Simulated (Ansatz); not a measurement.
**A barrier at the coupled-cluster level**

Start structure (GaPH₆S, singlet), relaxed at PBE0-D4/def2-TZVP:

Ga1  (-0.970, 0.535, -0.793)
S2  (0.992, 1.451, -1.440)
H3  (-1.540, -0.505, -1.815)
H4  (-1.830, 1.370, 0.215)
H5  (1.263, -1.782, 0.145)
P6  (0.260, -1.042, 0.800)
H7  (0.991, 2.404, -0.494)
H8  (1.072, -0.370, 1.734)
H9  (-0.238, -2.060, 1.648)
(Å)

The step: GaH₃S ([SH][GaH2]) + PH₃ → GaPH₄ ([PH2][GaH2]) + H₂S (still joined by a long Ga–S bond); bonds formed: S2–H5; dative contacts that become bonds: Ga1–P6; bonds broken: H5–P6; bonds weakened to dative contacts: Ga1–S2. Computed with Ansatz 0.2.0 (basis: def2-TZVPP and def2-QZVPP); correlated methods freeze the cores. Filled d shells of the heavier atoms are correlated. The def2 sets are not built for correlating such inner shells, so the correlated values are less sure here. Extrapolation: Hartree–Fock as exp(−7.88 √X), correlation as X^−2.97. Energies below are by CCSD(T) at an estimated basis limit (MP2 extrapolated from triple and quadruple zeta, plus CCSD(T) − MP2 in triple zeta).

(1) What are the electronic barrier and the energy of the step, from the start structure to the end structure? (To be estimated.)

The T1 diagnostic stays at or below 0.014.

## Answers

(1) Computed: Barrier 32.89 kcal/mol; step energy 13.70 kcal/mol (uphill); reverse barrier, their difference, 19.19 kcal/mol. Barrier and step energy count from the start structure, the reverse barrier from the end structure.

The saddle point: One imaginary mode of 902i cm⁻¹.
```json
{"pair": "Ga1–P6", "start (Å)": "2.56", "saddle (Å)": "2.48", "end (Å)": "2.34"}
{"pair": "S2–H5", "start (Å)": "3.61", "saddle (Å)": "1.70", "end (Å)": "1.34"}
{"pair": "Ga1–S2", "start (Å)": "2.26", "saddle (Å)": "2.42", "end (Å)": "2.62"}
{"pair": "H5–P6", "start (Å)": "1.41", "saddle (Å)": "1.82", "end (Å)": "3.73"}
```

Zero-point energy (harmonic, PBE0-D4): ZPE is 31.35 kcal/mol at the start and 28.93 kcal/mol at the saddle, so the barrier goes from 32.89 to 30.47 kcal/mol.

Labels in which every atom is bracketed show which atoms are joined, not bond orders.

For scale, one of the runs: CCSD(T)/def2-TZVPP, 216 basis functions, launched by `ansatz run in.yaml --threads 4 --pin off --events-out ev --progress --plain --max-ram 9574MiB`. Time: 70 s of wall clock on 4 CPU threads of an Arm Neoverse V1; the host was shared. Peak host memory: 2.9 GiB.
